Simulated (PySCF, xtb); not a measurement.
1-ethenyl-1-fluorocyclopropane (C₅H₇F), SMILES C1C(C1)(C=C)F.

xtb 6.7.1 with GFN2-xTB at its own geometry gives an orbital gap of 4.86 eV and a dipole moment of 2.18 D.

Geometry optimised at PBE0-D3(BJ)/def2-SVP. The values are those of a single conformer.

Question: What does r2SCAN/def2-TZVP (PySCF) give? (An estimate is asked for; the answer gives what the named calculation found.)

Answer: gap 5.50 eV (levels -6.12 and -0.62 eV), dipole 1.67 D.
